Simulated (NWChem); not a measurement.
System: C2H3ClF2Si; SMILES Cl[Si@H](F)C(F)=C

Input file for NWChem:

```
start job
memory heap 200 mb stack 900 mb global 1100 mb
geometry units angstroms noautoz
  C     -0.659502    -2.112755     0.822656
  C      0.126809    -1.339992     0.075830
  F      1.339306    -1.762194    -0.316318
  Si    -0.333507     0.370366    -0.522641
  F     -1.824814     0.651334     0.039242
  Cl     0.943172     1.766428     0.262923
  H     -1.641691    -1.746814     1.126266
  H     -0.339654    -3.109027     1.141367
  H     -0.337441     0.505757    -1.995667
end
basis spherical
  * library def2-tzvpp
end
dft
  xc b3lyp
  iterations 150
  semidirect filesize 400000000
  mulliken
end
task dft energy
```

Coordinates come from a PBE0/def2-SVP optimisation.

Problem. What results follow from this input? (B3LYP/def2-TZVPP.) Quantities: basis functions; energy (Ha); highest occupied level (eV); orbital gap (eV); dipole (D).

Solution. 
* **number of basis functions**: 250
* **energy (Ha)**: -1027.67
* **highest occupied level (eV)**: -7.97
* **orbital gap (eV)**: 6.77
* **dipole (D)**: 1.19
